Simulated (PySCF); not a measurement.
Al³⁺ (aluminium, charge +3) across methods

[Ne], closed-shell 1S. Computed with PySCF 2.14 in aug-cc-pV(5+d)Z (8s7p6d4f3g2h, 136 functions), with the non-relativistic Hamiltonian (point nucleus).

```csv
method,E (hartree),mean ε 1s (eV),mean ε 2s (eV),mean ε 2p (eV),Σ⟨r²⟩ (bohr²),⟨S²⟩
UHF,-240.00029,-1627.0,-167.38,-121.69,3.635,0.000
BP86,-240.4189,-1544.3,-142.26,-104.22,3.676,0.000
wB97M-V,-240.4045,-1568.3,-151.54,-111.12,3.667,0.000
LDA,-239.3430,-1536.0,-141.49,-104.20,3.698,0.000
PBE0,-240.2921,-1564.3,-148.77,-108.84,3.669,0.000
PBE,-240.2630,-1543.2,-142.14,-104.13,3.687,0.000
B97-3,-240.3889,-1566.0,-149.37,-109.22,3.662,0.000
```

Estimate the same row for r2SCAN.

E (hartree) = -240.3924; mean ε 1s (eV) = -1553.3; mean ε 2s (eV) = -145.56; mean ε 2p (eV) = -105.72; Σ⟨r²⟩ (bohr²) = 3.658; ⟨S²⟩ = 0.000.
